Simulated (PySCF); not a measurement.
Vertical excitations of a molecule C5H6Se from TDA-PBE/def2-SVPD (PySCF), as energy in eV (oscillator strength): 3.78 (0.000), 4.04 (0.089), 4.54 (0.060), 4.71 (0.005), 5.24 (0.001), 5.41 (0.003), 5.85 (0.003), 5.90 (0.000), 6.06 (0.029), 6.11 (0.022). Lowest triplet (TDA): 3.08 eV. Geometry: PBE-D3(BJ)/def2-SVP. One conformer was computed; it need not be the lowest.

Q: Which structure fits?
(A) C1=C[Se]C=CC1
(B) C=C1CC=C[Se]1
(C) C#C/C=C\[Se]C
(D) Cc1cc[se]c1

A: B, C=C1CC=C[Se]1
